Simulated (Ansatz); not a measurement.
Abridged output of a molecular run in Ansatz:

```
Functional definition: HF
2117 factors; integrals over basis functions are off by at most 1.6e-3 eV
mean field evaluation 1: about -10519.8278 eV, gradient 4.9e1 eV
mean field evaluation 2: about -10520.0496 eV, gradient 4.9e1 eV
mean field evaluation 4: about -10526.4579 eV, gradient 7.4e0 eV
mean field evaluation 8: about -10526.6127 eV, gradient 4.7e-1 eV
mean field -10526.61447518 eV, -386.8459467674 hartree, gradient 1.9e-6 eV, S^2 0.000000; 0 other end points of the search recorded, 0 dependent functions left out
9 core orbitals not correlated: weight in the atoms' cores, before any rotation towards them, 1.000 or more for the frozen orbitals, at most 0.000 for the correlated occupied ones
reference -10526.61447518 eV, -386.8459467674 hartree; 27, 27 occupied and 170, 170 virtual orbitals, 2117 factors
second order -36.11408169 eV of doubles, -0.00000000 eV of singles
cycle   1  -37.61429224 eV  change    -1.5e0 eV  update   1.3e-1
cycle   2  -38.55838831 eV  change   -9.4e-1 eV  update   4.1e-2
cycle   3  -38.80616719 eV  change   -2.5e-1 eV  update   2.1e-2
cycle   4  -38.80696446 eV  change   -8.0e-4 eV  update   5.3e-3
cycle   5  -38.80775725 eV  change   -7.9e-4 eV  update   2.2e-3
cycle   6  -38.80805249 eV  change   -3.0e-4 eV  update   7.3e-4
cycle   7  -38.80750231 eV  change    5.5e-4 eV  update   2.9e-4
cycle   8  -38.80744848 eV  change    5.4e-5 eV  update   9.5e-5
cycle   9  -38.80747322 eV  change   -2.5e-5 eV  update   3.3e-5
perturbative correction -1.25770594 eV, -0.0462198409 hartree
Total energy: -10566.67965434 eV, -388.3183149444 hartree
```

Its atoms:

Z-matrix (Å, degrees):
```
C
C 1 1.526
H 1 1.092 2 110.0
H 1 1.093 2 111.7 3 120.1
H 1 1.093 2 110.3 3 -119.9
C 2 1.523 1 108.9 3 -57.8
C 2 1.526 1 111.2 3 62.2
H 2 1.090 1 108.9 3 -177.9
O 6 1.208 2 119.1 1 60.4
C 6 1.538 2 122.0 1 -119.6
H 7 1.093 2 110.3 1 57.7
H 7 1.093 2 111.7 1 177.8
H 7 1.092 2 110.0 1 -62.1
C 10 1.531 6 106.9 2 -121.9
C 10 1.531 6 106.9 2 121.1
C 10 1.523 6 114.3 2 -0.4
H 14 1.090 10 110.5 6 -55.0
H 14 1.094 10 111.3 6 65.4
H 14 1.093 10 109.9 6 -175.1
H 15 1.090 10 110.5 6 55.2
H 15 1.093 10 109.9 6 175.3
H 15 1.094 10 111.3 6 -65.2
H 16 1.093 10 112.1 6 -60.9
H 16 1.093 10 109.3 6 -179.9
H 16 1.093 10 112.1 6 61.2
```

Which basis set was used?
A. cc-pV(T+d)Z
B. def2-SVP
C. cc-pV(Q+d)Z
D. def2-SVPD

B. It gives 206 functions.

Write the keys of the input that set method, charge and spin (a neutral closed shell needs none for the last two).


```yaml
correlation: {method: ccsd_t}
```
